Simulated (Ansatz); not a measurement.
The first iterations of a band of CH₈BInSi (12 atoms, charge 0, multiplicity 1).

Computed with RKS PBE0/def2-mTZVP in Ansatz 0.2.0.

```yaml
movable_images: 5
climbing_image: yes
spring: 0.1 eV/Å²
optimiser: quadratic models (default)
start_path: through a guess of the saddle point
force_threshold: 0.05 eV/Å
iteration_limit: 60
end_points: relaxed
```

Initial state:

```xyz
12
Properties=species:S:1:pos:R:3
Si -0.888 1.454 -0.083
B -0.978 -0.541 -0.411
C 0.204 -1.176 -1.050
In 1.218 -0.625 0.970
H 0.340 1.613 0.834
H -0.532 2.308 -1.253
H -1.984 2.102 0.688
H -1.827 -1.200 0.118
H 0.895 -0.634 -1.696
H 0.253 -2.254 -1.209
H 0.550 -0.978 2.513
H 2.826 -0.124 0.614
```

Final state:

```xyz
12
Properties=species:S:1:pos:R:3
Si -0.838 1.480 -0.140
B -0.312 -0.204 -1.131
C -0.410 -1.485 -0.384
In 1.343 -0.563 0.837
H 0.140 1.517 1.049
H -0.628 2.795 -0.802
H -2.167 1.468 0.533
H 0.285 -0.131 -2.167
H -1.094 -1.634 0.451
H -0.093 -2.429 -0.830
H 1.095 -0.983 2.486
H 2.755 0.116 0.132
```

| iteration | highest image above the first end (eV) | largest band force component (eV/Å) |
| --- | --- | --- |
| 1 | 17.258 | 98.934 |
| 2 | 4.722 | 14.865 |
| 3 | 3.038 | 9.385 |
| 4 | 2.617 | 3.833 |
| 5 | 2.535 | 2.039 |
| 6 | 2.356 | 1.309 |
| 7 | 2.424 | 0.553 |
| 8 | 2.356 | 0.729 |
| 9 | 2.185 | 0.732 |
| 10 | 2.087 | 0.619 |
| 11 | 1.930 | 0.877 |
| 12 | 1.874 | 0.648 |

Question: Does the band converge within its limit, and where does its top end?

Answer: The run converged. It ended after 37 iterations with the highest image 1.332 eV above the first end. The profile has 3 maxima (images 1, 3, 5) with wells between them (images 2, 4): this band takes more than one step, which may be the mechanism or a detour left from its start path. Neighbouring images differ by up to 1.3 eV, so the band resolves the path poorly. Another band between the same ends (5 images) ends at a top of the same energy, where a vibrational analysis finds 1 clearly imaginary mode.

Run time: 5 min on 2 threads of AMD EPYC 9R45 96-Core Processor (Zen 5), on a shared host, peak memory 0.34 GiB.
